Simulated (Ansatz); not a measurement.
`C[S][Cd][F]` + H₂O → `C[S][Cd][OH]` + H–F at 298.15 K and 1 bar (formal hydrolysis of a Cd–F bond).

Calculated with Ansatz (gas phase, PBE0-D4/def2-TZVP geometries, no zero-point term in ΔE). CBS: MP2 limit from def2 TZ/QZ plus the TZ coupled-cluster correction, frozen cores. This one scheme is used for every species. def2 core potentials past Kr. For Cd outer-core shells are correlated without core-valence functions, which leaves a few kJ/mol of doubt a bond. One conformer a species, not always the lowest.

| species | CCSD(T)/CBS energy (Eh) | H − E (kJ/mol) | S (J/(mol·K)) |
| --- | --- | --- | --- |
| `C[S][Cd][F]` | -705.17805 | 125.5 | 345.4 |
| H₂O | -76.37941 | 66.4 | 188.7 |
| `C[S][Cd][OH]` | -681.14943 | 156.1 | 358.6 |
| H–F | -100.39570 | 33.5 | 173.6 |

H − E and S are ideal-gas, rigid-rotor, harmonic terms from PBE0-D4/def2-TZVP, for one conformer and one mirror image of each species. 1 Eh = 2625.50 kJ/mol, R = 8.31446 J/(mol·K).

Task: By hand: ΔE, ΔH, ΔS and ΔG.

Result: ΔE = (-681.14943) + (-100.39570) − (-705.17805) − (-76.37941) = 0.01233 Eh = 32.4 kJ/mol. Δ(H − E) = 156.1 + 33.5 − 125.5 − 66.4 = -2.3, so ΔH = 30.1 kJ/mol. ΔS = 358.6 + 173.6 − 345.4 − 188.7 = -1.9 J/(mol·K). ΔG = 30.1 − 298.15 × (-1.9)/1000 = 30.7 kJ/mol.

Task: By hand: the equilibrium constant, and the temperature at which ΔG would vanish if ΔH and ΔS stayed fixed.

Result: log₁₀ K = −ΔG/(RT ln 10) = -5.4. ΔH and −TΔS have one sign here, so there is no such temperature.

The number of gas molecules stays the same, so ΔS is small and ΔH decides. A doubt of 5 kJ/mol in ΔE shifts log₁₀ K by 0.9 here. Other conformers and mirror images would add mixing entropy, several J/(mol·K) or more a flexible species. These are equilibria of isolated gas molecules and say nothing of rates. Largest T1 diagnostic: 0.015 (customary marks: 0.02 for closed shells, 0.045 for open ones).

ΔS is within the doubt of such terms, so its sign, and with it that verdict, could turn.
